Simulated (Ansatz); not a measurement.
Cost and result for the atomization energy of CH8N2Si, SMILES `NCN[SiH3]` (12 atoms, 11 bonds).

```xyz
12

N     1.112   -0.231   -1.730
C    -0.092    0.017   -0.966
N     0.261    0.465    0.354
Si   -0.627    0.104    1.775
H     0.896   -0.434   -2.698
H     1.619   -1.018   -1.344
H    -0.741   -0.865   -0.845
H    -0.677    0.763   -1.522
H     0.892    1.252    0.339
H    -1.963    0.767    1.884
H     0.193    0.542    2.933
H    -0.873   -1.363    1.822
```

The species carries charge 0 and has multiplicity 1. All single points use the PBE0-D4/def2-TZVP geometry. It is one conformer, not always the lowest. Program: Ansatz. All runs use 4 threads of an Arm Neoverse V2 on a shared host. Times are those of one run each, without the atoms' runs, and a repeat can differ threefold. Electronic energies, without spin–orbit coupling; frozen cores. CCSD(T)/CBS adds CCSD(T) − MP2 in def2-TZVPP to the MP2 limit, and its time is that of the two runs behind it. T1 = 0.010. B3LYP takes the VWN-RPA correlation (the form of Gaussian; ORCA's B3LYP/G).

CCSD(T)/CBS is a level of theory with its own doubt, some kJ/mol a heavy atom from the limit and from the frozen cores, so smaller differences don't rank the functionals.

| level | functions | wall time |
| --- | --- | --- |
| PBE-D4/def2-TZVPP (with forces) | 247 | 2.1 s |
| PBE0-D4/def2-TZVPP | 247 | 2.4 s |
| B3LYP-D4/def2-TZVPP (with forces) | 247 | 3.6 s |
| r2SCAN-D4/def2-TZVPP (with forces) | 247 | 3.7 s |
| B2PLYP/def2-TZVPP | 247 | 4.1 s |
| ωB97X-V/def2-TZVPP | 247 | 6 s |
| ωB97M-V/def2-TZVPP (with forces) | 247 | 8.5 s |
| MP2/def2-QZVPP | 481 | 17 s |
| CCSD(T)/def2-TZVPP | 247 | 92 s |
| CCSD(T)/CBS(def2) | – | 110 s |

(1) What atomization energy does each give, and how far from CCSD(T)/CBS? (Estimate.)

Results:

(1) Ansatz gave: 
```json
{"level": "PBE-D4/def2-TZVPP (with forces)", "atomization (kcal/mol)": "986.5", "difference from CCSD(T)/CBS": "12.1", "per bond": "1.1"}
{"level": "PBE0-D4/def2-TZVPP", "atomization (kcal/mol)": "970.8", "difference from CCSD(T)/CBS": "-3.6", "per bond": "-0.3"}
{"level": "B3LYP-D4/def2-TZVPP (with forces)", "atomization (kcal/mol)": "979.0", "difference from CCSD(T)/CBS": "4.6", "per bond": "0.4"}
{"level": "r2SCAN-D4/def2-TZVPP (with forces)", "atomization (kcal/mol)": "968.0", "difference from CCSD(T)/CBS": "-6.4", "per bond": "-0.6"}
{"level": "B2PLYP/def2-TZVPP", "atomization (kcal/mol)": "964.3", "difference from CCSD(T)/CBS": "-10.1", "per bond": "-0.9"}
{"level": "ωB97X-V/def2-TZVPP", "atomization (kcal/mol)": "980.3", "difference from CCSD(T)/CBS": "5.9", "per bond": "0.5"}
{"level": "ωB97M-V/def2-TZVPP (with forces)", "atomization (kcal/mol)": "978.4", "difference from CCSD(T)/CBS": "4.0", "per bond": "0.4"}
{"level": "MP2/def2-QZVPP", "atomization (kcal/mol)": "966.8", "difference from CCSD(T)/CBS": "-7.6", "per bond": "-0.7"}
{"level": "CCSD(T)/def2-TZVPP", "atomization (kcal/mol)": "945.4", "difference from CCSD(T)/CBS": "-29.0", "per bond": "-2.6"}
{"level": "CCSD(T)/CBS(def2)", "atomization (kcal/mol)": "974.4", "difference from CCSD(T)/CBS": "0.0", "per bond": "0.0"}
```

In def2-TZVPP, CCSD(T) changes the Hartree–Fock value by +259.7 kcal/mol (the triples alone add +12.3 kcal/mol) and MP2 by +263.7 kcal/mol; breaking electron pairs costs correlation energy, which Hartree–Fock lacks. From PBE to PBE0 (25 % exact exchange), in def2-TZVPP and without D4, the atomization energy moves by −14.9 kcal/mol: exact exchange takes away binding that semilocal exchange gives to molecules. The D4 term adds +7.7 kcal/mol with B3LYP and +4.0 kcal/mol with PBE0; it sums over pairs of atoms, weighted by their polarisabilities, and B3LYP, whose exchange is more repulsive, gets the larger term.
